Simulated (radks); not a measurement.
Values are calculated unless marked as measured or tabulated.
Effect of the nuclear size on neutral erbium, [Xe] 4f12 6s2. Level of theory: Dirac Kohn-Sham, exchange-only LDA, spin-unpolarised, spherical densities, finite nucleus; open shells are shared between the two j in proportion to 2j + 1; Fermi nuclear charge, rms radius 5.2516 fm (a radial shooting solver on a logarithmic mesh with Libxc functionals). The rms radius is varied about that value; shifts are against it.

rms radius (fm),total energy shift (eV),density at nucleus (e/bohr^3),1s1/2 shift (meV),2s1/2 shift (meV),4p1/2 shift (meV),5s1/2 shift (meV),5p1/2 shift (meV),6s1/2 shift (meV),4f7/2 shift (meV)
4.3116,-10.5,9.203e+05,-4310,-575,0.342,-4.40,0.442,-0.159,0.755
4.7685,-5.59,8.938e+05,-2290,-306,0.181,-2.34,0.235,-0.085,0.401
5.2516,0,8.692e+05,0.000,0.000,0.000,0.000,0.000,0.000,0.000
5.7295,5.91,8.476e+05,2420,323,-0.190,2.47,-0.248,0.089,-0.424
6.1549,11.5,8.302e+05,4700,627,-0.368,4.79,-0.481,0.174,-0.823

Slopes of the eigenvalues against <r^2> in GHz/fm^2, as finite differences over the two radii next to the reference (eigenvalue slopes, not the field-shift constants of lines): 1s1/2 113000, 2s1/2 15100, 4p1/2 -8.91, 5s1/2 115, 5p1/2 -11.6, 6s1/2 4.17, 4f7/2 -19.8.
